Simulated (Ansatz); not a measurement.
Si₄H₇⁻. Charge -1, multiplicity 1. Geometry relaxed at B3LYP-D4/def2-SVPD.

Cartesian coordinates in Å:
```
Si -0.188 -0.375 -1.427
Si -0.572 -0.456 1.926
Si 1.223 -0.939 0.389
Si -1.142 1.095 0.166
H 0.359 0.116 -2.743
H 0.165 0.507 2.864
H 2.420 -0.020 0.293
H -2.584 1.484 -0.064
H -1.120 -1.500 -1.784
H 1.841 -2.318 0.353
H -0.402 2.406 0.027
```

The structure comes from a short search, and lower isomers may exist.

Task: Estimate the harmonic wavenumbers at RKS B3LYP-D4/def2-SVPD (Ansatz, unscaled). Is this a minimum?

Result: 92, 185, 271, 341, 360, 378, 403, 418, 444, 461, 568, 580, 621, 657, 671, 707, 707, 927, 935, 954, 1972, 2076, 2082, 2084, 2091, 2109, 2137 cm⁻¹. Yes, no mode is imaginary beyond noise. Zero-point energy 150.9 kJ/mol. Run time 2.2 min (4 threads of Arm Neoverse V2 on a shared host).
